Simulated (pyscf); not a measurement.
This saddle point was located with ωB97X-D3(BJ)/def2-SVP in PySCF.

```xyz
9

Al     0.1106     0.2109     0.4652
O     -0.5982    -0.1084     1.9853
H     -0.2763    -0.6004     2.7424
O     -1.0505     1.1632    -0.5995
Si     0.2449     0.8647    -1.9952
H     -1.9517     1.4869    -0.7599
H      0.9910    -0.2699    -2.6313
H     -0.8510     1.1036    -2.9995
H      1.1274     2.0624    -1.9826
```

Surface: singlet, charge 0. Lowest wavenumbers (cm⁻¹): 279i, 69, 156, 270, 314.

Name the species on either side of this saddle.

HO–Al [singlet] + HO–SiH₃ ⇌ HO–Al(OH)–SiH₃, an insertion read from left to right: O–Si broken and Al–O, Al–Si formed. At ωB97M-D3(BJ)/def2-TZVP it lies +50.2 kJ/mol from the left side and +154.1 kJ/mol from the right (each side as separated species at their lowest minima found). On the reactant side the descent ends in an adduct with a Al–O contact (not fully relaxed), 38.2 kJ/mol under the separated species and 65.9 kJ/mol under the saddle at ωB97X-D3(BJ)/def2-TZVP. What is counted as formed (Al–O) is already present as a longer contact in the reactant adduct; forming that adduct is a step of its own. At ωB97X-D3(BJ)/def2-TZVP the barrier from the zero used here is 27.7 kJ/mol. HO–Al(OH)–SiH₃ lies 78.5 kJ/mol over its isomer HO–SiH₂–O–AlH₂ (electronic energy, ωB97M-D3(BJ)/def2-TZVP). This is the saddle that the search found; another between the same sides may lie lower.
